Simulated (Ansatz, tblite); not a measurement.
Isomers of Ag3Ge2⁻ (singlet), found by a short tight-binding search and relaxed with r2SCAN-D4/def2-SVPD in Ansatz.

In the def2 sets Ag takes a core potential; there is no spin–orbit coupling. The xTB rows come from tblite. Correlated methods freeze 18 core orbitals; core or outer-core shells of Ag, Ge are correlated, in sets that lack core-valence functions.

Run but left out: HF/STO-3G, BHLYP-D4/def2-TZVPD (A: restricted singlet, unstable in another Hartree–Fock run and untested here); HF/def2-TZVPD, MP2/def2-TZVPD (A: restricted singlet, unstable towards broken spin symmetry).

A: The restricted singlet is unstable towards broken spin symmetry in Hartree–Fock (as tested in another run); at revPBE-D4/def2-TZVPD, r2SCAN-D4/def2-TZVPD, B97M-V/def2-TZVPD, PBE0-D4/def2-TZVPD this wasn't settled. B: The restricted singlet is unstable towards broken spin symmetry in Hartree–Fock (as tested in another run); at revPBE-D4/def2-TZVPD, r2SCAN-D4/def2-TZVPD, B97M-V/def2-TZVPD, PBE0-D4/def2-TZVPD this wasn't settled. C: The restricted singlet is unstable towards broken spin symmetry in Hartree–Fock (as tested in another run); at revPBE-D4/def2-TZVPD, r2SCAN-D4/def2-TZVPD, B97M-V/def2-TZVPD, PBE0-D4/def2-TZVPD this wasn't settled.

Other spin states weren't relaxed.

A:

```xyz
5

Ag   -0.032    0.229    1.800
Ag   -0.234   -2.426    1.132
Ag    0.592    1.992   -1.935
Ge    0.803   -0.666   -0.482
Ge   -1.129    0.870   -0.516
```

B:

| atom | x (Å) | y (Å) | z (Å) |
| --- | --- | --- | --- |
| Ag1 | -0.8566 | -0.6886 | 0.2409 |
| Ag2 | 0.0967 | -0.3288 | 2.8384 |
| Ag3 | 1.3635 | 0.8938 | 0.8373 |
| Ge4 | 0.5531 | 0.6570 | -1.4965 |
| Ge5 | -1.1568 | -0.5335 | -2.4201 |

C:

```xyz
5

Ag    0.528   -0.934    0.159
Ag    1.987    0.581    1.888
Ag   -1.261   -1.862   -1.672
Ge   -1.349    0.565   -0.979
Ge    0.094    1.651    0.603
```

Estimate which lies lowest at each level, and how far above it the others are (kJ/mol).


```tsv
level	A	B	C
GFN2-xTB	97.9	28.9	0.0
PBE-D4/def2-TZVPD	19.8	1.0	0.0
revPBE-D4/def2-TZVPD	15.8	0.0	0.6
r2SCAN-D4/def2-TZVPD	39.9	0.0	10.4
B97M-V/def2-TZVPD	26.7	0.0	12.3
PBE0-D4/def2-TZVPD	33.0	0.0	13.6
RPA@PBE/def2-TZVPD	30.5	0.0	11.1
```
Point groups (tolerance 0.1 Å): A not assigned, B Cs, C C2v. Lower isomers may exist.
